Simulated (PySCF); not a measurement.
## What builds the second ionisation energy along the 5d series

Calculated with PySCF 2.14 from differences of total energies of unrestricted determinants, without spin-orbit coupling. Each column adds one step, in eV (sums use unrounded values): valence MP2, valence CCSD, valence triples, then the next inner shell at CCSD(T) (Ta 5s 5p, W 5s 5p, Re 5s 5p, Os 5s 5p, Ir 5s 5p, Pt 5s 5p, Au 5s 5p, Hg 5s 5p). References (NIST) marked * lie between the lowest fine-structure levels; the others compare directly ((s) semi-empirical, (t) theoretical).

```csv
element,UHF,+ MP2,+ CCSD,+ (T),+ inner shell,sum,reference
"Ta [Xe] 4f14 5d3 6s1 → [Xe] 4f14 5d3 (aug-cc-pwCVDZ-PP with ECP60MDF, ECP)",14.191,0.341,0.080,0.007,0.361,14.981,16.2 ± 0.5 (s) *
"W [Xe] 4f14 5d4 6s1 → [Xe] 4f14 5d4 (aug-cc-pwCVDZ-PP with ECP60MDF, ECP)",15.000,0.465,0.064,0.012,0.321,15.862,16.37 ± 0.15 (s) *
"Re [Xe] 4f14 5d5 6s1 → [Xe] 4f14 5d5 (aug-cc-pwCVDZ-PP with ECP60MDF, ECP)",15.738,0.584,0.038,0.015,0.283,16.658,16.6 ± 0.5 (s)
"Os [Xe] 4f14 5d6 6s1 → [Xe] 4f14 5d6 (aug-cc-pwCVDZ-PP with ECP60MDF, ECP)",16.036,0.805,-0.055,0.014,0.241,17.041,17 ± 1 (s) *
"Ir [Xe] 4f14 5d7 6s1 → [Xe] 4f14 5d7 (aug-cc-pwCVDZ-PP with ECP60MDF, ECP)",16.347,0.996,-0.091,0.027,0.216,17.495,17 ± 0.3 (s) *
"Pt [Xe] 4f14 5d9 → [Xe] 4f14 5d8 (aug-cc-pwCVDZ-PP with ECP60MDF, ECP)",16.862,1.707,-0.220,0.101,-0.021,18.429,18.56 ± 0.12 *
"Au [Xe] 4f14 5d10 → [Xe] 4f14 5d9 (aug-cc-pwCVDZ-PP with ECP60MDF, ECP)",18.974,1.823,-0.337,0.078,-0.116,20.423,20.203 ± 0.025 *
"Hg [Xe] 4f14 5d10 6s1 → [Xe] 4f14 5d10 (aug-cc-pwCVDZ-PP with ECP60MDF, ECP)",17.120,1.478,-0.234,0.057,0.133,18.553,18.757
```

Double-zeta sets recover only part of the correlation energy.

What remains against the references is mostly basis incompleteness and, for starred values, spin-orbit coupling.

What share of the correlation contribution for Hg comes from the inner shell?

The four steps add to 1.434 eV, of which the inner shell gives 0.133 eV, or 9 %.
